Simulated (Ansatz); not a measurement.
The cluster Cu₆P⁻. Charge -1, multiplicity 1. Geometry PBE0-D4/def2-SVPD; atoms count from 1.

| atom | x (Å) | y (Å) | z (Å) |
| --- | --- | --- | --- |
| P1 | 0.633 | 2.182 | -0.643 |
| Cu2 | -1.165 | -1.908 | -1.732 |
| Cu3 | -0.447 | 0.392 | -1.444 |
| Cu4 | 1.798 | 0.307 | -0.353 |
| Cu5 | -0.498 | -0.805 | 2.665 |
| Cu6 | -0.271 | -1.212 | 0.346 |
| Cu7 | -0.049 | 1.045 | 1.160 |

The restricted singlet is unstable towards broken spin symmetry in Hartree–Fock (as tested in another run); at PBE0-D4/def2-TZVPD this wasn't settled. Another isomer (singlet) lies 0.03 eV lower at PBE0-D4/def2-TZVPD; other spin states weren't run for this one.

**Question.** Estimate the Mulliken populations from the PBE0/def2-TZVPD orbitals of Ansatz.

**Answer.** 
| atom | charge (e) | d electrons |
| --- | --- | --- |
| P1 | -0.09 | – |
| Cu2 | -0.09 | 9.92 |
| Cu3 | -0.16 | 9.76 |
| Cu4 | -0.16 | 9.83 |
| Cu5 | -0.09 | 9.92 |
| Cu6 | -0.25 | 9.83 |
| Cu7 | -0.16 | 9.76 |
Mulliken values depend strongly on the basis. With diffuse functions, as here, like atoms can get unlike values, and bond orders can come out too low or too high.

**Question.** And the Mayer bond orders between heavy atoms (over 0.3)?

**Answer.** P1–Cu3 0.95 (2.24 Å); P1–Cu4 0.92 (2.23 Å); P1–Cu7 0.95 (2.24 Å); Cu2–Cu3 0.38 (2.43 Å); Cu2–Cu6 0.66 (2.37 Å); Cu3–Cu4 0.34 (2.50 Å); Cu3–Cu6 0.30 (2.41 Å); Cu4–Cu6 0.34 (2.66 Å); Cu4–Cu7 0.34 (2.50 Å); Cu5–Cu6 0.66 (2.37 Å); Cu5–Cu7 0.38 (2.43 Å); Cu6–Cu7 0.30 (2.41 Å).
